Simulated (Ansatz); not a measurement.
The same path of CH$_{4}$BFOSi (9 atoms, charge 0, multiplicity 1) was run 3 times with different band settings. Lost on the way: C2–H6. Made: O1–H6.

Level of theory: RHF/def2-SVP in Ansatz 0.2.0.

Relaxed end points:

```xyz
9
Properties=species:S:1:pos:R:3
O -1.025 1.137 1.962
C -0.247 1.351 1.085
B 0.620 0.157 0.489
Si -0.041 -1.050 -1.008
F -1.341 -0.391 -1.713
H -0.122 2.382 0.694
H 1.686 -0.047 0.999
H 0.989 -1.215 -2.056
H -0.429 -2.370 -0.470
```

```xyz
9
Properties=species:S:1:pos:R:3
O -0.877 1.800 1.398
C -0.048 0.932 1.033
B 0.779 -0.105 0.616
Si 0.001 -1.084 -0.961
F -1.373 -0.333 -1.406
H -0.757 2.637 0.956
H 1.828 -0.334 1.144
H 0.892 -1.071 -2.143
H -0.357 -2.487 -0.656
```

Common settings: spring 5.0 eV/Å²; optimiser quadratic models (default); start path through a guess of the saddle point; iteration limit 60; end points relaxed.

| run | movable images | climbing image | force threshold |
| --- | --- | --- | --- |
| 1 | 7 | yes | 0.03 eV/Å |
| 2 | 4 | no | 0.03 eV/Å |
| 3 | 7 | yes | 0.2 eV/Å |

(1) What does each run give, and how far can it be trusted?

Answers

(1) Run 1: converged after 48 iterations, highest image 3.773 eV above the first end. Neighbouring images differ by up to 2.5 eV, so the band resolves the path poorly. A vibrational analysis at the climbing image gives one clearly imaginary mode, 2668i cm⁻¹: a first-order saddle point.
Run 2: converged after 31 iterations, highest image 1.715 eV above the first end. Neighbouring images differ by up to 1.7 eV, so the band resolves the path poorly. No image climbed, so the highest image needn't sit at the top of the path. A band with more images between the same ends climbed to 3.77 eV, so this one has probably stepped over the top.
Run 3: converged after 28 iterations, highest image 3.774 eV above the first end. The threshold of 0.2 eV/Å is loose, so the images may lie well off the minimum-energy path. Neighbouring images differ by up to 2.4 eV, so the band resolves the path poorly. Another band between the same ends (7 images) ends at a top of the same energy, where a vibrational analysis finds 1 clearly imaginary mode.
The orbitals stay closed-shell, which can raise the energy where a bond breaks towards radicals; this wasn't checked here.
